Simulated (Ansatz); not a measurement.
Reaction (ligand exchange at the Si–O bond): `BO[SiH2]Br` + `[NH2][AlH2]` → `[AlH2][NH][SiH2]Br` + `BO`

Computed with Ansatz on PBE0-D4/def2-TZVP structures; ΔE is electronic, products minus reactants. CBS: MP2 limit from def2 TZ/QZ plus the TZ coupled-cluster correction, frozen cores. This one scheme is used for every species. DFT in def2-TZVPP. For Br outer-core shells are correlated without core-valence functions, which leaves a few kJ/mol of doubt a bond. Scalar relativity is left out up to krypton. One conformer a species, not always the lowest.

| level | ΔE (kJ/mol) |
| --- | --- |
| ωB97X-V | 20.1 |
| ωB97M-V | 18.9 |

Problem. What does CCSD(T)/CBS give? (An estimate is asked.)

Solution. Computed: +19.7 kJ/mol. The listed levels differ from it by 0.4, -0.8 kJ/mol.

Largest T1 diagnostic among the species: 0.014.

Leaving LDA and LC-ωPBE aside and taking each functional with its dispersion term where it has one, the values, not all of them listed here, spread over 10.7 kJ/mol, from revPBE-D4 to CAM-B3LYP-D4. The D4 term adds −3.2 kJ/mol with B3LYP and −1.8 kJ/mol with PBE0; it sums over pairs of atoms, weighted by their polarisabilities, and B3LYP, whose exchange is more repulsive, gets the larger term.

B3LYP here is the variant with VWN-RPA as its local correlation; programs differ in this.
